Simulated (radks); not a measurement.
Task: Isoelectronic series with 42 electrons, all held in the configuration [Kr] 4d5 5s1, which need not be the ground one along the series. Method: Dirac Kohn-Sham, PBE, spin-unpolarised, spherical densities, finite nucleus; open shells fill j = l - 1/2 first; Fermi nuclear charge, rms radius of each element as measured or else 0.836 A^(1/3) + 0.57 fm; computed with a radial shooting solver on a logarithmic mesh with Libxc functionals. Total energies (hartree) and mean radii <r> (bohr):

ion    E (hartree)   4d5/2   4d3/2   5s1/2   4p3/2
Mo     -4049.15996   2.021   1.988   3.602   1.249
Rh3+   -4782.39385   1.336   1.324   2.402   1.064
Cd6+   -5584.60005   1.064   1.055   1.891  0.9233
Xe12+  -7399.19691  0.7829  0.7759   1.370  0.7317
La15+   -8413.9143  0.6961  0.6895   1.211  0.6637
Nd18+   -9502.1195  0.6279  0.6214   1.087  0.6075
Eu21+  -10665.4125  0.5726  0.5662  0.9869  0.5602
Dy24+  -11905.6726  0.5267  0.5203  0.9037  0.5197
Tm27+  -13224.9834  0.4878  0.4814  0.8333  0.4847

Estimate the row of Sb9+.

Result: E (hartree) -6456.51629; 4d5/2 0.8984; 4d3/2 0.8909; 5s1/2 1.583; 4p3/2 0.8160.
